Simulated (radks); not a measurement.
The numbers below are computed, except where a source is named.
As+, configuration [Ar] 3d10 4s2 4p2.

Code: a radial shooting solver on a logarithmic mesh with Libxc functionals. Model: Dirac Kohn-Sham, PBE, spin-unpolarised, spherical densities, point nucleus; open shells are shared between the two j in proportion to 2j + 1.

Energy parts (eV):
| part | energy |
|---|---|
| total | -61513.832 |
| kinetic | 62902.427 |
| electron-nucleus | -148182.726 |
| Hartree | 26036.909 |
| exchange-correlation | -2270.442 |

Orbitals (lengths in bohr, moments of r in powers of bohr; r(90%) holds 90 % of the orbital's charge):
\begin{tabular}{lrrrr}
orbital & occ. & eigenvalue (eV) & <r^4> & r(90%) \\ \hline
1s1/2 & 2 & -11725.71 & 0.00001999 & 0.0813 \\
2s1/2 & 2 & -1495.920 & 0.004068 & 0.314 \\
2p1/2 & 2 & -1337.519 & 0.002836 & 0.286 \\
2p3/2 & 4 & -1300.954 & 0.003041 & 0.291 \\
3s1/2 & 2 & -200.0095 & 0.2732 & 0.893 \\
3p1/2 & 2 & -146.7953 & 0.3298 & 0.936 \\
3p3/2 & 4 & -141.7721 & 0.3532 & 0.952 \\
3d3/2 & 4 & -50.8219 & 0.7725 & 1.13 \\
3d5/2 & 6 & -50.0926 & 0.7952 & 1.14 \\
4s1/2 & 2 & -23.3513 & 25.94 & 2.79 \\
4p1/2 & 0.666667 & -13.5642 & 62.73 & 3.48 \\
4p3/2 & 1.33333 & -13.2298 & 66.87 & 3.54 \\
\end{tabular}

The highest occupied level is 4p3/2 at -13.230 eV. The density falls to 0.001 e/bohr^3 at r = 3.96 bohr. Summed over all electrons, <r^2> = 30.10 bohr^2, which gives a Langevin (diamagnetic) susceptibility term of -23.8 x 10^-6 cm^3/mol. For comparison, the ionisation energy in NIST's Atomic Spectra Database is 18.589 eV (measured). In exact Kohn-Sham theory the highest level is minus the ionisation energy, but local and semilocal functionals leave it too shallow, through self-interaction and a potential that decays too fast; potentials with the right tail come closer.

Beside tabulated values, note that spin-unpolarised runs miss the spin-polarisation part of the exchange energy of open shells.
